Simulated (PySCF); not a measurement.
# NaIn: one state, many levels of theory

State: ¹Σ⁺ (singlet), closed shell. Set-up: PySCF, scalar-relativistic core potentials, basis sets Na aug-cc-pVDZ, In aug-cc-pVDZ-PP with ECP28. De refers to Na + In in their high-spin ground configurations, without counterpoise correction. A positive dipole means Na(−)In(+).

| Level | Re (Å) | ωe (cm⁻¹) | De (eV) | μ (D) | CPU s a point (SCF and correlation, without the integrals) |
| --- | --- | --- | --- | --- | --- |
| RHF-MP2 | 3.293 | 147 | 0.54 | n/a | 0.18 |
| RHF-SCS-MP2 | 3.308 | 145 | 0.58 | n/a | n/a |
| RHF-CCSD | 3.313 | 141 | 0.70 | n/a | n/a |
| RHF-CCSD(T) | 3.316 | 139 | 0.74 | n/a | 5.1 |
| PBE | 3.264 | 141 | 0.86 | -1.19 | 0.71 |
| revPBE | 3.313 | 136 | 0.78 | -1.21 | 0.5 |
| BP86 | 3.260 | 140 | 0.83 | -1.33 | 0.5 |
| r²SCAN | 3.259 | 144 | 0.67 | -1.88 | 1.1 |
| PBE0 | 3.251 | 146 | 0.74 | -1.87 | 1.3 |
| r²SCAN0 | 3.240 | 149 | 0.62 | -2.29 | 1.1 |
| ωB97X | 3.212 | 155 | 0.89 | -3.03 | 1 |

The bond length runs from 3.212 Å (ωB97X) to 3.316 Å (RHF-CCSD(T)). De spans 0.54 eV (RHF-MP2, perturbation theory) to 0.89 eV (ωB97X, range-separated hybrid).

Correlated steps freeze 5 core orbitals. Closed-shell solutions of metal pairs were not tested for spin polarisation, which can lower them a little. Correlated levels converge slowly with the basis: in double zeta they bind strong bonds too weakly, by up to about 1 eV, and carry superposition errors of some tenths. These are scalar-relativistic numbers at best; spin–orbit coupling would shift them, the dissociation energy most. Where the molecule has an RHF reference, its open-shell atoms are computed with UHF.

The whole job (state search and all levels along the bond) took about 2.8 min on 1 thread of Arm Neoverse V1 (shared host), peak memory 0.8 GiB.
